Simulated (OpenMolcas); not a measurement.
Tc4+ among 2 point charges of -2 e arranged as a linear pair (D∞h).

```yaml
Program: OpenMolcas
Method: "SS-CASPT2, IPEA 0.25 Eh, imaginary shift 0.1 Eh (closed shells correlated: 4s 4p)"
Basis: ANO-RCC-VDZP [6s5p3d1f]
Scalar_Hamiltonian: DKH2, point nucleus
Active_space: 3 electrons in 5 orbitals (4d)
State_averaging: 2S+1 = 4 even, 10 roots; 2S+1 = 2 even, 40 roots
Spin-orbit_coupling: RASSI with atomic mean-field integrals over the reference wave functions
```

All point charges move together. At R = 2.1 Å the first state of the same spin is 2780 cm-1, and at R = 2.47 Å it is 1070 cm-1.

Question: A third run gives 2090 cm-1. What distance was it run at?

Answer: With a power law R^-n the two known points give n = -ln(1070 / 2780) / ln(2.47 / 2.1) = 5.88. Then R = 2.1 × (2780 / 2090)^(1/5.88) = 2.204 Å. The run was at 2.21 Å, so the estimate is off by -0.006 Å.

Roots that are degenerate in the reference are averaged as groups; the widest CASPT2 spread within a group is 66 cm-1 (the 2-fold group of multiplicity 2 near 53900 cm-1 above the lowest state of its run, R = 2.1). Shifts and gaps below about the spread of the groups concerned are not significant. Free-ion shares, where given, are those of the reference states; single-state CASPT2 does not remix them. Spin-orbit coupling mixes the spin-free states strongly: the lowest level takes only 69 % from its leading state, 4Π (holds for R = 2.47). This is an electrostatic model: the charges have no orbitals. No measured value stands beside these numbers.
